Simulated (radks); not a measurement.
Results of a calculation; reference values are marked as such.
Task: The lead ion Pb79+, configuration [He] 2s1 (the NIST ground configuration). Level of theory: non-relativistic Kohn-Sham, TPSS, spin-polarised, spherical densities, point nucleus; open shells are filled with parallel spins first (spin-orbit coupling, left out, can overturn this in heavy ions); meta-GGA in the generalised Kohn-Sham scheme; relativity is left out, which matters for an element this heavy (a radial shooting solver on a logarithmic mesh with Libxc functionals). Some entries of the table are withheld. Estimate them.

orbital,occ.,eigenvalue (hartree),<1/r> (bohr^-1)
1s up,1,(1),(2)
1s down,1,(3),(4)
2s up,1,-803.8914,(5)

Result: 
(1) 1s up eigenvalue (hartree): -3277.215
(2) 1s up <1/r> (bohr^-1): 81.67
(3) 1s down eigenvalue (hartree): -3276.394
(4) 1s down <1/r> (bohr^-1): 81.66
(5) 2s up <1/r> (bohr^-1): 20.15
